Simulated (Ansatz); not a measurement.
`CO[SiH2]N[SiH](O)F` at its PBE0-D4/def2-TZVP geometry, where that method's forces vanish. The species carries charge 0 and has multiplicity 1.

| atom | x (Å) | y (Å) | z (Å) |
| --- | --- | --- | --- |
| C1 | 1.9266 | -0.2094 | -1.5227 |
| O2 | 0.6265 | -0.2047 | -0.9667 |
| Si3 | 0.2332 | -1.1304 | 0.3483 |
| N4 | -1.2721 | -0.5357 | 0.9106 |
| Si5 | -1.7850 | 1.0976 | 1.0368 |
| O6 | -0.8311 | 2.0143 | 0.0967 |
| F7 | -1.6509 | 1.6473 | 2.5251 |
| H8 | 2.6929 | -0.0746 | -0.7517 |
| H9 | 2.1212 | -1.1459 | -2.0548 |
| H10 | 1.9981 | 0.6140 | -2.2342 |
| H11 | 1.3547 | -0.9865 | 1.3145 |
| H12 | 0.0706 | -2.5644 | -0.0078 |
| H13 | -1.9649 | -1.2390 | 1.1236 |
| H14 | -3.2219 | 1.2027 | 0.7191 |
| H15 | -0.2979 | 1.5146 | -0.5367 |

(1) For each bond, give half the difference of the two atoms' forces along it (eV/Å; positive pushes the atoms apart) under PBE-D4, r2SCAN-D4, B3LYP-D4, ωB97M-V in def2-TZVPP. (Best estimate.)

Results:

(1) Computed: 
| bond | length (Å) | PBE-D4 | r2SCAN-D4 | B3LYP-D4 | ωB97M-V |
| --- | --- | --- | --- | --- | --- |
| C1–O2 | 1.414 | 0.24 | 0.33 | 0.30 | 0.28 |
| C1–H8 | 1.095 | 0.08 | -0.07 | -0.08 | -0.10 |
| C1–H9 | 1.095 | 0.08 | -0.06 | -0.09 | -0.11 |
| C1–H10 | 1.091 | 0.08 | -0.07 | -0.12 | -0.11 |
| O2–Si3 | 1.656 | 0.28 | -0.03 | 0.06 | 0.04 |
| Si3–N4 | 1.713 | 0.04 | 0.00 | 0.08 | 0.07 |
| Si3–H11 | 1.487 | 0.00 | -0.02 | -0.11 | -0.15 |
| Si3–H12 | 1.486 | -0.01 | -0.03 | -0.14 | -0.15 |
| N4–Si5 | 1.717 | -0.01 | 0.01 | 0.06 | 0.03 |
| N4–H13 | 1.010 | 0.16 | 0.01 | -0.05 | -0.04 |
| Si5–O6 | 1.623 | 0.26 | 0.05 | 0.13 | 0.12 |
| Si5–F7 | 1.592 | 0.45 | 0.04 | 0.16 | 0.14 |
| Si5–H14 | 1.475 | -0.07 | -0.06 | -0.19 | -0.23 |
| O6–H15 | 0.967 | 0.35 | 0.01 | -0.04 | -0.10 |

B3LYP here is the variant with VWN-RPA as its local correlation; programs differ in this.
